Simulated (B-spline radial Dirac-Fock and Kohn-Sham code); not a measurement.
# Total conversion coefficients of Sb against transition energy

These are calculated numbers from a radial B-spline solver; the model is a Dirac-Hartree-Slater potential of the neutral atom with a Latter tail (no hole, which puts coefficients of high multipoles low close above an edge), finite nucleus with surface currents. Subshells within 1 keV of threshold and pair formation are left out.

```
energy (keV)        E2        E4        M1        M2       M3        M5
        17.7      1880  2.75e+07      14.0      2320   400000  3.05e+09
          20      1020  1.19e+07      9.75      1320   186000  1.11e+09
        26.5       252  1.73e+06      4.22       365    32800  1.12e+08
        42.5      37.0     68500      7.44       170     2960  2.59e+06
          50      20.1     22700      4.62      89.7     1360    748000
        50.6      19.2     21000      4.46      85.6     1280    684000
        52.3      17.0     16800      4.05      75.2     1100    534000
        79.2      3.80      1080      1.21      15.2      160     27400
         100      1.66       245     0.624      6.36     55.6      5780
         102      1.54       216     0.590      5.91     50.9      5080
         104      1.44       192     0.558      5.50     46.6      4480
         195     0.158      5.05    0.0981     0.580     3.08      95.8
         200     0.145      4.41    0.0916     0.532     2.77      82.8
         208     0.127      3.58    0.0825     0.465     2.36      66.1
         210     0.123      3.41    0.0804     0.450     2.27      62.6
         275    0.0495     0.869    0.0394     0.183    0.763      13.9
         327    0.0282     0.382    0.0252     0.105    0.389      5.52
         405    0.0145     0.148    0.0146    0.0536    0.174      1.85
         500   0.00780    0.0620   0.00868    0.0284   0.0819     0.663
         569   0.00546    0.0378   0.00634    0.0195   0.0524     0.364
         590   0.00495    0.0330   0.00581    0.0176   0.0463     0.308
         654   0.00378    0.0228   0.00454    0.0131   0.0328     0.195
         673   0.00351    0.0206   0.00424    0.0121   0.0299     0.172
         784   0.00240    0.0123   0.00297   0.00794   0.0183    0.0901
         888   0.00179   0.00830   0.00223   0.00569   0.0124    0.0543
        1000   0.00137   0.00580   0.00170   0.00417  0.00869    0.0342
        1190  0.000944   0.00354   0.00115   0.00267  0.00524    0.0179
        1240  0.000867   0.00317   0.00105   0.00241  0.00467    0.0155
        2000  0.000343  0.000962  0.000382  0.000773  0.00131   0.00323
```

Question: How fast do they fall between 1190 and 2000 keV?

Answer: As powers of the energy: E2 E^-1.95, E4 E^-2.51, M1 E^-2.13, M2 E^-2.39, M3 E^-2.67, M5 E^-3.30. Within one type (E or M) the higher multipoles fall faster.
